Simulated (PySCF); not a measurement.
## Vibration and rotation of SiRh

r²SCANh constants of SiRh, ²Σ⁺ (doublet), unpaired electrons σ ↑ (basis Si def2-TZVPP, Rh def2-TZVPP with ECP28; scalar-relativistic core potentials; PySCF 2.14; masses 27.9769 and 102.9055 u):

| Item | Value |
| --- | --- |
| ωe | 563.0 cm⁻¹ |
| ωexe | 2.11 cm⁻¹ |
| Be | 0.18761 cm⁻¹ |
| αe | 0.000763 cm⁻¹ |
| D (centrifugal) | 8.33e-08 cm⁻¹ |
| De to Si + Rh (4d8 5s1) | 3.73 eV |

Give the vibrational terms G(v) and spacings up to v = 3.

G(v) = ωe(v+½) − ωexe(v+½)².

```csv
v,G(v) (cm⁻¹),G(v) − G(v−1),Bv (cm⁻¹)
0,281,,0.1872
1,840,559,0.1865
2,1394,555,0.1857
3,1945,550,0.1849
```

How well does the Morse estimate ωe²/(4ωexe) reproduce De, and what is D0?

It gives 4.66 eV, 125 % of the computed De. D0 = De − G(0) = 3.73 − 0.03 = 3.70 eV.

The metal atom is held in its measured ground configuration; semilocal functionals can put another filling of s and d lower by some tenths of an eV, and De to that atom would be smaller. Spin–orbit coupling is left out, which matters for elements this heavy, above all for dissociation energies. The state is the lowest single determinant that the PBE0 search found; with open d or f shells the true ground state can be another one.
